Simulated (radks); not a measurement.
Question: Isoelectronic series with 39 electrons, all held in the configuration [Kr] 4d1 5s2, which need not be the ground one along the series. Calculated with a radial shooting solver on a logarithmic mesh with Libxc functionals: Dirac Kohn-Sham, BLYP, spin-unpolarised, spherical densities, point nucleus; open shells fill j = l - 1/2 first. Total energies (hartree) and mean radii <r> (bohr) (* marks an orbital that is empty in some or all of the ions):

ion    E (hartree)  4d5/2*   5s1/2   4d3/2   4p3/2   4p1/2
Ru5+   -4524.87188   1.262   2.155   1.253   1.066   1.042
In10+  -5848.18192  0.9213   1.580  0.9148  0.8463  0.8253
Xe15+  -7360.39360  0.7382   1.264  0.7323  0.7052  0.6852
Pr20+   -9067.3552  0.6197   1.057  0.6138  0.6056  0.5857
Tm30+  -13095.7286  0.4720  0.7978  0.4660  0.4730  0.4522
W35+   -15436.2755  0.4223  0.7096  0.4162  0.4262  0.4047
Au40+  -18010.5714  0.3822  0.6379  0.3759  0.3878  0.3653

Estimate the row of Gd25+.

Answer: E (hartree) -10976.2430; 4d5/2* 0.5354; 5s1/2 0.9097; 4d3/2 0.5296; 4p3/2 0.5311; 4p1/2 0.5109.
